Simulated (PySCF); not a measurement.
MoO2, SMILES [Mo](=[O])=[O] (connectivity only; charge and spin as stated), neutral, multiplicity 3. Geometry: PBE-D3(BJ)/def2-TZVP. The multiplicity is an assumed one; other spin states were not compared. The def2 effective core potentials stand for the cores of Mo; spin–orbit coupling is left out.

Calculation: PBE-D3(BJ)/def2-TZVP (PySCF).

Harmonic wavenumbers (cm⁻¹): 315, 936, 984. Rotational constants (GHz): 23.86, 7.826, 5.893; symmetry number 2.

Work out the zero-point energy and the ideal-gas rigid-rotor harmonic-oscillator thermochemistry at 298.15 K and 1 atm.

ZPE = ½ Σ hcν = ½ × 2235 cm⁻¹ = 3.20 kcal/mol. H − E(el) = 5.87 kcal/mol. Entropy in cal/(mol K): translation 40.45, rotation 21.82, vibration 1.56, spin 2.18, total 66.01. G − E(el) = -13.81 kcal/mol. Cp = 10.44 cal/(mol K).
